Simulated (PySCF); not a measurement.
## Radial density of Ge(3+) (germanium, charge +3)

UHF, [Ar] 3d10 4s1, 2S determinant. All numbers are calculated (PySCF 2.14, the non-relativistic Hamiltonian (point nucleus), in pcseg-2).

```json
{"r (bohr)": "0.000924", "4πr²ρ (e/bohr)": "0.2273", "4πr²(ρα − ρβ)": "0.0002"}
{"r (bohr)": "0.00155", "4πr²ρ (e/bohr)": "0.6179", "4πr²(ρα − ρβ)": "0.0004"}
{"r (bohr)": "0.00261", "4πr²ρ (e/bohr)": "1.633", "4πr²(ρα − ρβ)": "0.0011"}
{"r (bohr)": "0.00440", "4πr²ρ (e/bohr)": "4.123", "4πr²(ρα − ρβ)": "0.0028"}
{"r (bohr)": "0.00739", "4πr²ρ (e/bohr)": "9.629", "4πr²(ρα − ρβ)": "0.0064"}
{"r (bohr)": "0.0124", "4πr²ρ (e/bohr)": "19.75", "4πr²(ρα − ρβ)": "0.0125"}
{"r (bohr)": "0.0209", "4πr²ρ (e/bohr)": "32.72", "4πr²(ρα − ρβ)": "0.0183"}
{"r (bohr)": "0.0352", "4πr²ρ (e/bohr)": "38.85", "4πr²(ρα − ρβ)": "0.0135"}
{"r (bohr)": "0.0592", "4πr²ρ (e/bohr)": "32.71", "4πr²(ρα − ρβ)": "-0.0018"}
{"r (bohr)": "0.0995", "4πr²ρ (e/bohr)": "36.63", "4πr²(ρα − ρβ)": "0.0217"}
{"r (bohr)": "0.167", "4πr²ρ (e/bohr)": "44.56", "4πr²(ρα − ρβ)": "0.0407"}
{"r (bohr)": "0.282", "4πr²ρ (e/bohr)": "25.08", "4πr²(ρα − ρβ)": "-0.0155"}
{"r (bohr)": "0.474", "4πr²ρ (e/bohr)": "28.29", "4πr²(ρα − ρβ)": "0.1039"}
{"r (bohr)": "0.797", "4πr²ρ (e/bohr)": "17.78", "4πr²(ρα − ρβ)": "-0.0138"}
{"r (bohr)": "1.34", "4πr²ρ (e/bohr)": "3.275", "4πr²(ρα − ρβ)": "0.5512"}
{"r (bohr)": "2.25", "4πr²ρ (e/bohr)": "0.5455", "4πr²(ρα − ρβ)": "0.4593"}
{"r (bohr)": "3.79", "4πr²ρ (e/bohr)": "0.02802", "4πr²(ρα − ρβ)": "0.0278"}
{"r (bohr)": "6.38", "4πr²ρ (e/bohr)": "0.0001536", "4πr²(ρα − ρβ)": "0.0002"}
```

Where is the radial spin density 4πr²(ρα − ρβ) most negative, and why is it negative at all?

Around r = 0.282 bohr, down to -0.0155 e/bohr: exchange with the open shell polarises the paired shells in an unrestricted calculation.
